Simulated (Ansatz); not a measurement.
Total energies of FGaH$_{2}$Se (`[F][GaH][SeH]`).

```csv
atom,x (Å),y (Å),z (Å)
F1,-0.619,-1.799,1.149
Ga2,-0.037,-0.633,-0.024
Se3,-0.205,1.533,0.752
H4,0.497,-1.163,-1.380
H5,0.364,2.062,-0.496
```

Total charge 0; spin multiplicity 1. Correlated methods include outer-core shells of Ga, Se, which these sets cover unevenly. Scalar relativity is left out up to krypton. The geometry is a stationary point of PBE0-D4/def2-TZVP. It is one conformer, not always the lowest. Basis def2-TZVPP, Ansatz 0.2.0.

RPA on PBE orbitals: Hartree–Fock energy of these orbitals -4423.75989 Eh, correlation -1.13947 Eh (frozen core).

| functional | energy without D4 (Eh) | D4 term (kJ/mol) |
| --- | --- | --- |
| LDA (SPW92) | -4420.47964 | – |
| PBE | -4426.82721 | -9.4 |
| revPBE | -4427.20226 | -23.0 |
| BLYP | -4427.67467 | -20.0 |
| r2SCAN | -4427.51576 | -2.0 |
| B97M-V | -4426.73378 | – |
| PBE0 | -4426.94312 | -8.0 |
| B3LYP | -4427.66536 | -15.5 |
| r2SCANh | -4427.49574 | -2.2 |
| CAM-B3LYP | -4427.79735 | -8.3 |
| LC-ωPBE | -4426.94457 | – |
| ωB97X-V | -4427.14387 | – |
| ωB97M-V | -4427.30891 | – |
| B2PLYP | -4426.78182 | – |

Question: Give the same for r2SCAN0, HSE06 (plane-wave form), BHLYP, PBE-QIDH. (Best estimate.)

Answer: The calculation gave: 
| functional | energy without D4 (Eh) | D4 term (kJ/mol) |
| --- | --- | --- |
| r2SCAN0 | -4427.46740 | -2.5 |
| HSE06 (plane-wave form) | -4426.94160 | -7.6 |
| BHLYP | -4427.50170 | -14.6 |
| PBE-QIDH | -4426.27935 | – |

B3LYP takes the VWN-RPA correlation (the form of Gaussian; ORCA's B3LYP/G). HSE06 is the plane-wave form, built on full-range PBE exchange. The double hybrids freeze the cores in their second-order part.

LC-ωPBE has ω = 0.4 bohr⁻¹.
